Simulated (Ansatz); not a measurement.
Geometry optimisation, RKS LDA/def2-SVP in Ansatz.

Input file:

```yaml
crystal:
  periodic: [false, false, false]
  atoms:
    - { symbol: Al, position_ang: [0.072543, -0.580814, -0.32652] }
    - { symbol: H, position_ang: [-0.095652, 0.165747, 2.32111] }
    - { symbol: F, position_ang: [1.457696, 0.283078, -0.557227] }
    - { symbol: F, position_ang: [-1.350286, 0.016328, -0.909781] }
    - { symbol: "N", position_ang: [0.099768, -2.214063, 0.543121] }
    - { symbol: H, position_ang: [-0.705881, -2.844041, 0.565093] }
    - { symbol: H, position_ang: [0.968344, -2.667804, 0.837359] }
    - { symbol: H, position_ang: [-0.078533, -0.504531, 2.019545] }
basis:
  gaussian: { orbitals: def2-SVP }
hamiltonian:
  xc: lda
relax:
  f_tol: 0.03
  max_steps: 50
```

Launched with:

```bash
$ ansatz run input.yaml --threads 1 --pin off --max-ram 2048MiB --backend cpu --events-out ev --progress --plain --runs-dir out
```

**Question.** Where does it end, and by what steps?

**Answer.** It converged. After 8 steps the energy has fallen by 0.310 eV; H2 moved furthest, 0.59 Å.

```
step  energy less start (eV)  largest force component (eV/Å)  accepted
   0                  0.0000                           2.033       yes
   1                 -0.1889                           1.006       yes
   2                 -0.2426                           0.963       yes
   3                 -0.2747                           0.463       yes
   4                 -0.3038                           0.237       yes
   5                 -0.3082                           0.141       yes
   6                 -0.3087                           0.132       yes
   7                 -0.3100                           0.040       yes
   8                 -0.3101                           0.008       yes
```

```xyz
8
Properties=species:S:1:pos:R:3
Al 0.073 -0.625 -0.037
H -0.151 0.418 1.789
F 1.465 0.233 -0.289
F -1.352 0.041 -0.551
N 0.134 -2.301 0.489
H -0.673 -2.930 0.479
H 1.001 -2.821 0.648
H -0.128 -0.361 1.965
```

Whether the end is a true minimum wasn't checked by a vibrational analysis.

Run time: 14 s on 1 thread of Arm Neoverse V1, with other jobs on the host, peak memory 0.14 GiB.
